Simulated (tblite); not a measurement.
Start geometry of `CC#C[Si@@H](Cl)S[SiH2]C` from a force field or distance geometry (Å):
```
atom  x, y, z in Å
C1    -4.652    0.068    0.607
C2    -3.296    0.076    0.063
C3    -2.153    0.054   -0.350
Si4   -0.466    0.075   -1.012
Cl5   -0.377    1.105   -2.825
S6     0.833    1.105    0.347
Si7    2.848    0.823   -0.398
C8     3.893    0.253    1.052
H9    -5.391   -0.246   -0.188
H10   -5.004    1.085    0.905
H11   -4.712   -0.675    1.422
H12    0.054   -1.285   -1.166
H13    2.771   -0.250   -1.407
H14    3.398    2.061   -0.958
H15    3.291   -0.470    1.611
H16    4.170    1.135    1.657
H17    4.785   -0.252    0.627
```

Q: What comes out of this run: GFN2-xTB geometry optimisation, gas phase in tblite 0.8.0?

A: 
```
atom  x, y, z in Å
C1    -4.611    0.248    0.601
C2    -3.295    0.114    0.027
C3    -2.196   -0.005   -0.454
Si4   -0.505   -0.148   -1.152
Cl5   -0.196    1.322   -2.514
S6     0.828    0.047    0.530
Si7    2.741    0.520   -0.353
C8     3.976    0.456    1.073
H9    -5.368   -0.029   -0.132
H10   -4.775    1.279    0.913
H11   -4.699   -0.404    1.470
H12   -0.266   -1.430   -1.800
H13    3.022   -0.487   -1.375
H14    2.643    1.850   -0.946
H15    4.015   -0.536    1.513
H16    3.704    1.152    1.861
H17    4.974    0.711    0.729
```

The energy falls by 0.273 eV over 116 L-BFGS steps, the largest force on an atom goes from 1.52 to 0.010 eV/Å, and the atoms move by 0.534 Å rms after alignment. The bond that changes most is Si4–Cl5 (chlorine-bound silicon to silicon-bound chlorine), which shortens by 0.060 Å. Bonds longer at the end by more than 0.005 Å: 3 of 16; shorter: 13. Among the angles that change most is H9–C1–H10, from 103.6° to 109.1°. Among the dihedrals that turn most is Si4–S6–Si7–C8, from -131° to -172°. Rotational constants go from 1571, 468.2, 379.0 to 1654, 478.7, 389.6 MHz. The orientation of the end geometry is arbitrary; only internal coordinates are fixed.

Its lowest GFN2-xTB frequency is 9i cm⁻¹, too small to tell a flat minimum from a shallow saddle. The numbers are those of one conformer. 3 starts were optimised and ended at 0.00, 0.05 and 0.39 kcal/mol (GFN2-xTB); the lowest of these is shown.

The numbers are calculated, not measured.
